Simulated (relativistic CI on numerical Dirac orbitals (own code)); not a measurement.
Sc⁺: calculation against measurement

Calculated at this level of theory: Dirac-Coulomb-Breit CI, separate exchange-only KLI orbitals for each configuration, a model potential for QED, valence Slater integrals scaled by 0.85, P86 correlation energy added to each configuration (own radial code, finite nucleus).

Configurations in the expansion (outside the closed core [Ar]): 3d4s, 3d², 4s², 3d4p, 3d4d, 4s4p, 3d4f, 3d5s, 4p², 3d5p, 4s5p, 3d6s, 3d5d, 4s6s, 3d6p, 4s5d. Levels of other configurations are missing.

| Configuration | Term (tabulated) | J | Measured (cm⁻¹) | Computed | Error | Purity (%) |
| --- | --- | --- | --- | --- | --- | --- |
| 3d4s | 3D | 1 | 0.0 | 0 | 0 | 100 |
| 3d4s | 3D | 2 | 67.7 | 56 | -12 | 100 |
| 3d4s | 3D | 3 | 177.8 | 146 | -31 | 100 |
| 3d4s | 1D | 2 | 2540.9 | 2599 | 58 | 89 |
| 3d² | 3F | 2 | 4802.9 | 5084 | 281 | 100 |
| 3d² | 3F | 3 | 4883.6 | 5138 | 254 | 100 |
| 3d² | 3F | 4 | 4987.8 | 5208 | 220 | 100 |
| 3d² | 1D | 2 | 10944.6 | 12527 | 1582 | 89 |
| 4s² | 1S | 0 | 11736.4 | 11905 | 169 | 89 |
| 3d² | 3P | 0 | 12074.1 | 13124 | 1049 | 100 |
| 3d² | 3P | 1 | 12101.5 | 13143 | 1042 | 100 |
| 3d² | 3P | 2 | 12154.4 | 13178 | 1024 | 99 |
| 3d² | 1G | 4 | 14261.3 | 15611 | 1350 | 100 |
| 3d² | 1S | 0 | 25955.2 | 28430 | 2474 | 85 |
| 3d4p | 1D° | 2 | 26081.3 | 25039 | -1042 | 99 |
| 3d4p | 3F° | 2 | 27443.7 | 26307 | -1137 | 99 |
| 3d4p | 3F° | 3 | 27602.5 | 26442 | -1161 | 99 |
| 3d4p | 3F° | 4 | 27841.3 | 26642 | -1199 | 100 |
| 3d4p | 3D° | 1 | 27917.8 | 26804 | -1114 | 100 |
| 3d4p | 3D° | 2 | 28021.3 | 26890 | -1131 | 99 |
| 3d4p | 3D° | 3 | 28161.2 | 27010 | -1151 | 99 |
| 3d4p | 3P° | 0 | 29736.3 | 28378 | -1359 | 90 |
| 3d4p | 3P° | 1 | 29742.2 | 28391 | -1351 | 89 |
| 3d4p | 3P° | 2 | 29823.9 | 28465 | -1359 | 91 |
| 3d4p | 1P° | 1 | 30815.7 | 29568 | -1248 | 88 |
| 3d4p | 1F° | 3 | 32350.0 | 31892 | -458 | 99 |

Measured levels from NIST Handbook of Basic Atomic Spectroscopic Data (Sansonetti and Martin, J. Phys. Chem. Ref. Data 34, 1559 (2005)); pairs were made by configuration, J and term (by order where the table uses no LS term), so strongly mixed levels may be paired wrongly.

Mean error by configuration (cm⁻¹): 3d4s 5; 3d² 1031; 4s² 169; 3d4p -1143. Over the excited levels the mean absolute error is 930 cm⁻¹ (25 of the 25 excited levels that our extract of the source holds in range could be paired), and the median relative error of those above 1,000 cm⁻¹ is 4.4 %.

Transition probabilities of persistent lines. The last column rescales the computed rate by the cube of measured over computed energy:

| λ measured (Å) | Lower | Upper | A tabulated (s⁻¹) | A computed | A rescaled |
| --- | --- | --- | --- | --- | --- |
| 3353.72 air | 3d4s ¹D2 | 3d4p ¹F°3 | 1.51e+08 | 1.65e+08 | 1.74e+08 |
| 3372.15 air | 3d4s ³D3 | 3d4p ³P°2 | 9.90e+07 | 9.39e+07 | 1.08e+08 |
| 3572.53 air | 3d4s ³D3 | 3d4p ³D°3 | 1.38e+08 | 1.46e+08 | 1.65e+08 |
| 3576.34 air | 3d4s ³D2 | 3d4p ³D°2 | 1.06e+08 | 1.11e+08 | 1.25e+08 |
| 3580.93 air | 3d4s ³D1 | 3d4p ³D°1 | 1.23e+08 | 1.28e+08 | 1.44e+08 |
| 3613.83 air | 3d4s ³D3 | 3d4p ³F°4 | 1.48e+08 | 1.63e+08 | 1.86e+08 |
| 3630.74 air | 3d4s ³D2 | 3d4p ³F°3 | 1.20e+08 | 1.34e+08 | 1.52e+08 |
| 3642.78 air | 3d4s ³D1 | 3d4p ³F°2 | 1.13e+08 | 1.25e+08 | 1.42e+08 |
| 4246.82 air | 3d4s ¹D2 | 3d4p ¹D°2 | 1.29e+08 | 1.41e+08 | 1.63e+08 |
